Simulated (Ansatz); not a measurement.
Computed with Ansatz.

A structure relaxed at PBE0-D4/def2-TZVP, charge 0, multiplicity 1:

```xyz
10

F     1.7255   -0.5907    1.4462
Si    1.1397   -1.0438    0.0320
O     0.4614    0.2407   -0.7189
C    -0.4388    1.1646   -0.1948
Se   -1.9287    0.4098    0.8360
H     0.1830   -2.1397    0.2824
H     2.2585   -1.4469   -0.8416
H    -0.8563    1.7420   -1.0172
H     0.0521    1.8406    0.5097
H    -2.5964   -0.1767   -0.3337
```

Question: Give its formula and SMILES.

Answer: CH5FOSeSi, `F[SiH2]OC[SeH]`.

Question: Summarise the bond lengths by kind.

Answer: 1 × F–Si 1.596 Å; 1 × O–Si 1.635 Å; 2 × H–Si 1.476 Å; 1 × C–O 1.392 Å; 1 × C–Se 1.963 Å; 2 × C–H 1.088 to 1.093 Å; 1 × H–Se 1.469 Å.
